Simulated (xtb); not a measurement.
Harmonic IR lines of one isomer of C4H7ClSi, unscaled. Level of theory: GFN2-xTB run with xtb 6.7.1.

```
wavenumber (cm⁻¹)  relative intensity
-----------------  ------------------
556                                13
602                               8.7
667                               4.0
758                                24
781                                44
794                               5.3
824                                33
836                               8.7
1006                              3.1
1254                              7.9
1590                               14
2259                              100
2273                               31
3020                              6.1
3035                              4.4
3141                              7.5
```

Which structure gives these lines?
A) `[SiH3]/C=C/C=C/Cl`
B) `C=C/C=C(/[SiH3])Cl`
C) `C=C([SiH3])/C=C\Cl`
D) `C=C/C([SiH3])=C/Cl`

D, `C=C/C([SiH3])=C/Cl`
